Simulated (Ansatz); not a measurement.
Ideal-gas functions of AgH, SMILES `[AgH]` at 400 K and 1 bar, from an Ansatz frequency run at PBE0-D4/def2-TZVP.

Molar mass 108.88 g/mol, point group C∞v (symmetry number 1), electronic degeneracy 1, moments of inertia 2.612 u Å². Harmonic wavenumbers (cm⁻¹, unscaled): 1780.

Use S(trans) = R[1.5 ln M + 2.5 ln T − 1.1517]; rotational temperatures θ = 24.2544 K / I; S(rot) = R[ln(T/σθ) + 1]; for each mode x = 1.438777 ν̃/T, S = R[x/(eˣ − 1) − ln(1 − e⁻ˣ)] and H = RT x/(eˣ − 1); 1 cm⁻¹ = 0.0119627 kJ/mol; R = 8.31446 J/(mol·K).

**Question.** By hand: the entropy, in J/(mol·K).

**Answer.** Translation 173.5. Rotation: θ = 9.2858 K, giving 39.6. Vibration, mode by mode: 0.10, in all 0.1. Electronic 0.0. Sum 213.2 J/(mol·K).

**Question.** By hand: H − E and G − E in kJ/mol, counted from the electronic energy.

**Answer.** Zero-point energy ½ × 1780 × 0.0119627 = 10.6; thermal vibration 0.0; translation, rotation and pV give 3.5 RT = 11.6. H − E = 22.2 kJ/mol, and G − E = 22.2 − 400 × 213.2/1000 = -63.1 kJ/mol.

Vibration gives 0 % of the entropy; all modes have x over 3 and are hardly excited.
